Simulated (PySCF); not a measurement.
**Working with the constants of BeGa⁺**

RHF-CCSD(T) constants of BeGa⁺, ¹Σ⁺ (singlet), closed shell (Be pcseg-2, Ga pcseg-2; no relativity (PySCF 2.14); masses 9.0122 and 68.9256 u):

```
ωe              : 234.8 cm⁻¹
ωexe            : 2.58 cm⁻¹
Be              : 0.27471 cm⁻¹
αe              : 0.00420 cm⁻¹
D (centrifugal) : 1.5e-06 cm⁻¹
De to Be + Ga⁺  : 0.58 eV
```

**Question.** Estimate the standard entropy (1 bar) and heat capacity of the ideal gas at 500 K, rigid rotor with B0 and harmonic oscillator at the fundamental.

**Answer.** Translation (Sackur–Tetrode, M = 77.94 u): 173.9 J/(mol K). Rotation: q = kT/(σB0) = 1270 with σ = 1, 67.8. Vibration: x = hcν0/kT = 0.661, 11.91. S° = 253.6 J/(mol K); Cp = 7R/2 + 8.02 = 37.1 J/(mol K).

Correlated steps freeze 9 core orbitals. For an ion De counts to the pair picked by the measured ionisation energies or electron affinities, which need not be the lowest pair at this level.
